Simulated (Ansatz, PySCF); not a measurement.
Process, species as SMILES: CCOC -> [CH2]COC + H atom (the C-H bond at the site shown breaks; other sites are not compared here)
Geometries: B3LYP-D3(BJ)/def2-TZVP minima from Ansatz (an electronic-structure program), one conformer each, not searched for the lowest.

Property: bond dissociation energy (enthalpy at 298 K, with B3LYP-D3(BJ) rigid-rotor harmonic-oscillator terms from PySCF), in kcal/mol. Valence correlation only, unless marked. Open shells are spin-unrestricted. No spin-orbit coupling. No relativistic terms. Basis-set limits of correlation are two-point, X^-3; Hartree-Fock from the larger set. [CCSD(T)-MP2]/basis is that difference in the basis named.

```json
[
 {"level": "HF-D3(BJ)/def2-TZVPD", "program": "PySCF + dftd3", "bond dissociation energy (kcal/mol)": "78.7"},
 {"level": "r2SCAN-D3(BJ)/def2-TZVPD", "program": "Ansatz + dftd3", "bond dissociation energy (kcal/mol)": "96.6"},
 {"level": "PBE0/STO-3G", "program": "Ansatz", "bond dissociation energy (kcal/mol)": "129.4"},
 {"level": "CAM-B3LYP-D4/def2-TZVPD", "program": "Ansatz + dftd4", "bond dissociation energy (kcal/mol)": "100.5"},
 {"level": "RI-MP2/aug-cc-pVTZ", "program": "Ansatz", "bond dissociation energy (kcal/mol)": "101.4"},
 {"level": "RI-MP2/cc-pVTZ", "program": "Ansatz", "bond dissociation energy (kcal/mol)": "101.4"}
]
```

Predict the RI-MP2/CBS(cc-pVTZ,cc-pVQZ)+[CCSD(T)-MP2]/cc-pVDZ result (Ansatz).

103.6 kcal/mol, so RI-MP2/cc-pVTZ differs from it by -2.2 kcal/mol.
